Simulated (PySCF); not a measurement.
## Distorted geometries of Tl(SiH3)3

Tl(SiH3)3 (singlet). PySCF 2.14.0, RKS PBE, Tl def2-SVP with ECP60, Si def2-SVP, H def2-SVP; non-relativistic Hamiltonian with scalar-relativistic core potentials where named; density fitting; no spin-orbit coupling. Relaxed geometry:

```xyz
13

Tl    0.0000    0.0000   -0.6345
Si    2.6457    0.0000   -0.6820
H     3.2321   -1.2205   -0.0195
H     3.0951    0.0000   -2.1235
H     3.2321    1.2204   -0.0195
Si   -1.3228    2.2912   -0.6820
H    -0.5591    3.4093   -0.0195
H    -1.5475    2.6804   -2.1235
H    -2.6730    2.1889   -0.0196
Si   -1.3229   -2.2912   -0.6820
H    -2.6730   -2.1888   -0.0196
H    -1.5476   -2.6804   -2.1235
H    -0.5591   -3.4093   -0.0196
```

Order these distorted geometries by energy above the relaxed one, lowest first.
A.
```xyz
13

Tl    0.0427    0.0224   -0.6261
Si    2.6542    0.0530   -0.7114
H     3.1983   -1.2416   -0.0530
H     3.0468   -0.0024   -2.1297
H     3.3021    1.2193   -0.0401
Si   -1.3753    2.3113   -0.6777
H    -0.5200    3.4214   -0.0637
H    -1.5124    2.6846   -2.0726
H    -2.6545    2.1406    0.0245
Si   -1.3156   -2.2994   -0.6755
H    -2.7688   -2.1916   -0.0020
H    -1.5658   -2.7103   -2.0735
H    -0.5317   -3.4073   -0.0675
```
B.
```xyz
13

Tl   -0.0688   -0.0581   -0.6535
Si    2.6490    0.0712   -0.6109
H     3.1890   -1.1620    0.0033
H     3.0202   -0.0538   -2.0973
H     3.2185    1.2914    0.0362
Si   -1.2764    2.2672   -0.6966
H    -0.5501    3.3312   -0.0350
H    -1.6268    2.6381   -2.0923
H    -2.5732    2.1925    0.0435
Si   -1.3493   -2.2445   -0.7315
H    -2.4712   -2.1330   -0.0314
H    -1.5598   -2.7067   -2.1981
H    -0.6013   -3.4335   -0.1048
```
C.
```xyz
13

Tl    0.1016   -0.2104   -0.6904
Si    2.8828   -0.0532   -0.5337
H     3.2052   -1.3664   -0.1051
H     3.0727   -0.0095   -2.1045
H     3.2422    1.0098    0.0689
Si   -1.1366    2.5093   -0.6296
H    -0.7623    3.3692    0.0067
H    -1.4438    2.8375   -2.1521
H    -2.7454    2.2280   -0.0912
Si   -1.2754   -2.1921   -0.8307
H    -2.9046   -2.2143   -0.2658
H    -1.6723   -2.5554   -1.9454
H    -0.5641   -3.3525    0.1044
```

A (0.22 eV), B (0.57 eV), C (5.48 eV).

Which forces (eV/Å) act in the one that lies 5.48 eV up?


```
Tl    1.33   3.02   0.43
Si   -3.76  -4.16  -5.17
H     0.85  -1.34   0.77
H     0.18   0.11   1.11
H     2.10   5.18   3.15
Si   -7.29 -12.77  -8.66
H     5.19  11.26   8.06
H     0.45   0.05   1.04
H     1.99   0.32  -0.55
Si   -0.58  -0.51   8.94
H     2.06   0.42  -0.21
H    -1.82  -2.64  -7.74
H    -0.69   1.06  -1.18
```
Forces carry noise of the integration grid, about 0.01 to 0.03 eV/Å.
